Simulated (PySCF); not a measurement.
Compound: NbOCl3 (singlet state).
Z-matrix (Å and degrees, PBE0-D3(BJ)/def2-SVP geometry), rows numbered from 1:
```
Nb
O   1  1.6731
Cl  1  2.2797  2  107.58
Cl  1  2.2836  2  107.69  3  -119.81
Cl  1  2.2832  2  107.88  3   119.38
```

The closed-shell ground state was solved at several levels (PySCF, density fitting, gas phase). Atoms past krypton carry effective core potentials; spin–orbit coupling is left out.

```tsv
level	basis functions	total energy (Eh)	HOMO (eV)	LUMO (eV)	gap (eV)	dipole (D)
PBE0/pcSseg-1 (def2-TZVP on Nb)	129	-1512.4709	-9.99	-3.54	6.45	0.88
KT2/pcSseg-1 (def2-TZVP on Nb)	129	-1524.5379	-8.61	-4.36	4.25	0.87
```

(1) Estimate the row for wB97X-D/def2-SVPD, a basis of 138 functions; the other rows only guide the guess.

(2) Over all these levels, which gives the widest orbital gap and which the narrowest?

(3) How far do the dipole and the HOMO energy spread over the levels?

Answers

(1) Total energy -1512.5672 Eh, HOMO -11.81 eV, LUMO -1.84 eV, gap 9.97 eV, dipole 0.97 D.

(2) wB97X-D/def2-SVPD (range-separated hybrid) has the widest, 9.97 eV, and KT2/pcSseg-1 (def2-TZVP on Nb) (GGA) the narrowest, 4.25 eV. Functional and basis both differ between the two, so the spread mixes both effects.

(3) The dipole runs from 0.87 to 0.97 D (mean 0.91 D) and the HOMO from -11.81 to -8.61 eV.

Note: wB97X-D ran without an empirical dispersion term, which enters the total energy and its gradient alone.
